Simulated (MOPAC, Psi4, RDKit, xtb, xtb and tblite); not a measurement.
Two geometries of C10H11N, SMILES CC(C)c1cccc(C#N)c1, singlet, relaxed at GFN2-xTB with one dihedral held; other torsions can differ between them too.

Structure A

```
22

C     -1.8526    -1.4491    -0.6764
C     -1.5377     0.0197    -0.3857
C     -2.2361     0.4832     0.8948
C     -0.0489     0.2416    -0.2868
C      0.7176    -0.4226     0.6667
C      2.0836    -0.2165     0.7568
C      2.7175     0.6590    -0.1040
C      1.9617     1.3310    -1.0632
C      2.5895     2.2317    -1.9541
N      3.0970     2.9621    -2.6776
C      0.5859     1.1201    -1.1506
H     -1.5356    -2.0857     0.1459
H     -1.3427    -1.7754    -1.5803
H     -2.9230    -1.5807    -0.8170
H     -1.9177     0.6214    -1.2187
H     -1.9087    -0.1040     1.7492
H     -3.3133     0.3718     0.7948
H     -2.0135     1.5297     1.0916
H      0.2440    -1.1107     1.3507
H      2.6584    -0.7429     1.5044
H      3.7824     0.8273    -0.0429
H      0.0184     1.6510    -1.9021
```

Structure B

```
22

C     -1.8746    -1.4382    -0.6142
C     -1.5400     0.0370    -0.3670
C     -2.3129     0.5350     0.8541
C     -0.0443     0.2602    -0.2621
C      0.8321    -0.4158    -1.1105
C      2.2025    -0.2354    -1.0336
C      2.7453     0.6264    -0.1010
C      1.8846     1.3129     0.7521
C      2.4082     2.2062     1.7151
N      2.8305     2.9304     2.4974
C      0.5041     1.1281     0.6717
H     -1.4278    -2.0616     0.1576
H     -1.5221    -1.7786    -1.5831
H     -2.9526    -1.5799    -0.5877
H     -1.8880     0.6084    -1.2395
H     -1.9439     0.0620     1.7618
H     -3.3662     0.2866     0.7447
H     -2.2396     1.6144     0.9601
H      0.4450    -1.0868    -1.8608
H      2.8513    -0.7751    -1.7075
H      3.8123     0.7737    -0.0278
H     -0.1196     1.6806     1.3557
```

**Question.** Which is lower in energy at the level B3LYP-D3(BJ)/def2-SVP // GFN2-xTB in Psi4, and by how much?

**Answer.** A is lower, by 1.78 kcal/mol (dihedral C1–C2–C4–C5: -60° in A, 40° in B).

E(B) − E(A) in kcal/mol at the other levels, on the same two geometries: GFN2-xTB (xtb and tblite) 2.49; MMFF94 // GFN2-xTB (RDKit) 3.30; B3LYP/def2-SVP // GFN2-xTB (Psi4) 1.88; UFF // GFN2-xTB (RDKit) 7.19; PM7, restricted, heats of formation // GFN2-xTB (MOPAC) 1.88; AM1, restricted, heats of formation // GFN2-xTB (MOPAC) 1.68; GFN1-xTB // GFN2-xTB (xtb) 2.28.
